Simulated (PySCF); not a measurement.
Species: C9H7FOS.
Geometry (GFN2-xTB, Å), atoms numbered from 1 in this order:
```
atom  x, y, z in Å
C1    -2.8470    2.7931   -0.4460
C2    -1.8686    2.0991   -0.3599
C3    -0.7158    1.3130   -0.2670
S4     0.8350    2.0097   -0.5841
C5     1.5929    0.4801   -0.2674
C6     3.0130    0.3194   -0.3546
O7     3.6799   -0.6483   -0.1708
F8     3.6352    1.4961   -0.7055
C9     0.6768   -0.5090    0.0652
C10    1.0766   -1.9058    0.3831
C11   -0.6472   -0.0273    0.0643
C12   -1.8519   -0.8500    0.3815
H13   -3.7059    3.3907   -0.5188
H14    0.2096   -2.5173    0.6121
H15    1.6156   -2.3418   -0.4569
H16    1.7600   -1.9150    1.2311
H17   -2.7492   -0.2409    0.3088
H18   -1.9368   -1.6843   -0.3140
H19   -1.7822   -1.2522    1.3916
```

NICS = −σ at a ghost point: NICS(0) at the centroid of the ring atoms, NICS(1) 1 Å to either side along the normal of their mean plane, zz for the tensor component along that normal. Level: GIAO PBE0/pcSseg-1 (PySCF, non-relativistic, gas phase) on the GFN2-xTB geometry, one conformer.

Ring bond lengths (Å), with Mayer bond orders in brackets: C3–S4 1.729 (1.19), S4–C5 1.736 (1.12), C5–C9 1.389 (1.39), C9–C11 1.409 (1.30), C11–C3 1.382 (1.45).

Give the NICS values of each ring in ppm.

```json
{"ring": "C3–S4–C5–C9–C11", "type": "5-membered ring with S; formal bonds all aromatic", "NICS(0)": "-11.6", "NICS(1), two faces": "-10.6 / -10.6", "NICS(1)zz, two faces": "-21.2 / -21.2", "rms pucker (Å)": "0.00", "centre to ring atoms, mean (Å)": "1.29"}
```

What do they say, and how far can they be read as aromaticity?

- C3–S4–C5–C9–C11: mean NICS(1)zz -21.2 ppm, shielded, aromatic by this magnetic criterion (flat ring, no four-coordinate atom).

What does the geometric index give? HOMA takes Krygowski's 1993 parameters.

- C3–S4–C5–C9–C11: HOMA 0.86; the largest term is that of S4–C5, α(R − Ropt)² = 0.33. The geometric and the magnetic index point the same way.

What is the mean of the two in-plane components of NICS at the first NICS(1) probe listed for ring C3–S4–C5–C9–C11, 1 Å off the ring?

The isotropic value is a third of the trace: (3 × -10.6 − (-21.2))/2 = -5.3 ppm.

How shielded are the nuclei of the rings and their hydrogens (means over atoms taken as equivalent)?

```tsv
atoms	environment	σ isotropic (ppm)	principal values of the symmetric part, first atom (ppm)
C3	substituted aromatic carbon	49.4	-28.4, 50.1, 126.5
S4	thiophene-type sulfur	225.9	57.8, 236.5, 383.4
C5	substituted aromatic carbon	57.6	-4.8, 62.1, 115.4
C9	substituted aromatic carbon	27.2	-45.1, -16.0, 142.7
C11	substituted aromatic carbon	36.7	-38.5, 12.7, 135.8
```
